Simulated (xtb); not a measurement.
HS₂ (SMILES [S]S), doublet, at a GFN2-xTB geometry; xtb with GFN2-xTB with GBSA(chcl3).

xtb was given this input:
```
$ xtb mol.xyz --gfn 2 --uhf 1 --gbsa chcl3 --json

# file mol.xyz
3

S      0.91067831    -0.45184823    -0.02081956
S     -0.80573747     0.48637639     0.01910795
H     -1.67905351    -0.55245053     0.02738580
```

Task: Predict the main parts of the log of this xtb run.

Result: 
```
   ID    Z sym.   atoms
    1   16 S      1, 2
    2    1 H      3

           -------------------------------------------------
          |                Calculation Setup                |
           -------------------------------------------------

           -------------------------------------------------
          |                 G F N 2 - x T B                 |
           -------------------------------------------------

      * Solvation model:               GBSA
        Solvent                        chcl3
        Parameter file                 internal GFN2-xTB/GBSA
        Dielectric constant                4.8100E+00
        Reference state                gsolv [1 M gas/solution]
        Free energy shift                  4.1068E-03 Eh       2.5771E+00 kcal/mol
        Temperature                        2.9815E+02 K
        Density                            1.4900E+00 kg/L
        Solvent mass                       1.1938E+02 g/mol
        Interaction kernel             Still
        Born radius scaling (c1)           1.3539E+00
        Born radii integrator          GBOBC
        Born offset                        1.4626E-02 a0       2.7639E-02 AA
        H-bond correction              false
        Ion screening                  false
        Surface tension                    1.0000E-05 Eh       1.5569E+01 dyn/cm
        Grid points                               230 per atom

          ...................................................
          :                      SETUP                      :
          :.................................................:
          :  # basis functions                  21          :
          :  # atomic orbitals                  19          :
          :  # shells                            7          :
          :  # electrons                        13          :
          :  max. iterations                   250          :
          :  Hamiltonian                  GFN2-xTB          :
          :  restarted?                      false          :
          :  GBSA solvation                   true          :
          :  PC potential                    false          :
          :  electronic temp.          300.0000000     K    :
          :  accuracy                    1.0000000          :
          :  -> integral cutoff          0.2500000E+02      :
          :  -> integral neglect         0.1000000E-07      :
          :  -> SCF convergence          0.1000000E-05 Eh   :
          :  -> wf. convergence          0.1000000E-03 e    :
          :  Broyden damping             0.4000000          :
          :  net charge                          0          :
          :  unpaired electrons                  1          :
          ...................................................

 iter      E             dE          RMSdq      gap      omega  full diag
   1     -7.0052236 -0.700522E+01  0.720E+00    3.65       0.0  T
   2     -7.0100348 -0.481120E-02  0.350E+00    3.53       1.0  T
   3     -7.0105626 -0.527784E-03  0.703E-01    3.49       1.0  T
   4     -7.0105740 -0.114066E-04  0.296E-01    3.50       1.0  T
   5     -7.0105767 -0.271936E-05  0.754E-02    3.50       1.0  T
   6     -7.0105773 -0.589096E-06  0.252E-02    3.50       2.3  T
   7     -7.0105775 -0.121413E-06  0.106E-02    3.50       5.4  T
   8     -7.0105775 -0.155118E-07  0.365E-03    3.50      15.8  T
   9     -7.0105775 -0.104251E-08  0.943E-04    3.50      61.2  T
  10     -7.0105775 -0.416254E-10  0.190E-04    3.50     303.5  T

   *** convergence criteria satisfied after 10 iterations ***

         :::::::::::::::::::::::::::::::::::::::::::::::::::::
         ::                     SUMMARY                     ::
         :::::::::::::::::::::::::::::::::::::::::::::::::::::
         :: total energy              -6.992076991023 Eh    ::
         :: total w/o Gsasa/hb        -6.987508205302 Eh    ::
         :: gradient norm              0.003585339873 Eh/a0 ::
[...]
         :: repulsion energy           0.018500471803 Eh    ::
         :: add. restraining           0.000000000000 Eh    ::
         :: total charge               0.000000000000 e     ::
         :::::::::::::::::::::::::::::::::::::::::::::::::::::

           -------------------------------------------------
          |                Property Printout                |
           -------------------------------------------------

    * Orbital Energies and Occupations

         #    Occupation            Energy/Eh            Energy/eV
      -------------------------------------------------------------
         1        2.0000           -0.7560803             -20.5740
         2        2.0000           -0.7194776             -19.5780
         3        2.0000           -0.5272183             -14.3463
         4        2.0000           -0.4926183             -13.4048
         5        2.0000           -0.4613281             -12.5534
         6        1.9982           -0.3891118             -10.5883
         7        1.0018           -0.3771300             -10.2622 (HOMO)
         8                         -0.2484557              -6.7608 (LUMO)
         9                         -0.1843351              -5.0160
        10                         -0.0464254              -1.2633
        11                         -0.0352859              -0.9602
        12                         -0.0329592              -0.8969
        13                         -0.0135149              -0.3678
        14                         -0.0041665              -0.1134
        15                          0.0083197               0.2264
        16                          0.0563229               1.5326
        17                          0.0635377               1.7289
        18                          0.3339377               9.0869
        19                          0.6345363              17.2666
      -------------------------------------------------------------
                  HL-Gap            0.1286743 Eh            3.5014 eV
             Fermi-level           -0.3479569 Eh           -9.4684 eV

     #   Z          covCN         q      C6AA      α(0)
     1  16 S        0.979    -0.226   148.744    20.628
     2  16 S        1.900     0.030   139.813    19.901
     3   1 H        0.921     0.196     1.119     1.654

 Mol. C6AA /au·bohr⁶  :        628.816246
 Mol. C8AA /au·bohr⁸  :      29514.438636
 Mol. α(0) /au        :         42.183791

Wiberg/Mayer (AO) data.
largest (>0.10) Wiberg bond orders for each atom

 ---------------------------------------------------------------------------
     #   Z sym  total        # sym  WBO       # sym  WBO       # sym  WBO
 ---------------------------------------------------------------------------
     1  16 S    1.751 --     2 S    1.713
     2  16 S    2.637 --     1 S    1.713     3 H    0.924
     3   1 H    0.961 --     2 S    0.924
 ---------------------------------------------------------------------------

Topologies differ in total number of bonds
Writing topology from bond orders to xtbtopo.mol

molecular dipole:
                 x           y           z       tot (Debye)
 q only:       -1.058       0.017       0.020
   full:       -0.983      -0.096       0.018       2.510
molecular quadrupole (traceless):
                xx          xy          yy          xz          yz          zz
 q only:        1.336       1.410      -0.613      -0.028      -0.026      -0.724
  q+dip:        0.224       3.207      -0.440       0.025      -0.066       0.215
   full:        0.712       2.682      -0.886       0.011      -0.059       0.174

           -------------------------------------------------
          | TOTAL ENERGY               -6.992076991023 Eh   |
          | GRADIENT NORM               0.003585339873 Eh/α |
          | HOMO-LUMO GAP               3.501405730819 eV   |
           -------------------------------------------------

normal termination of xtb
```
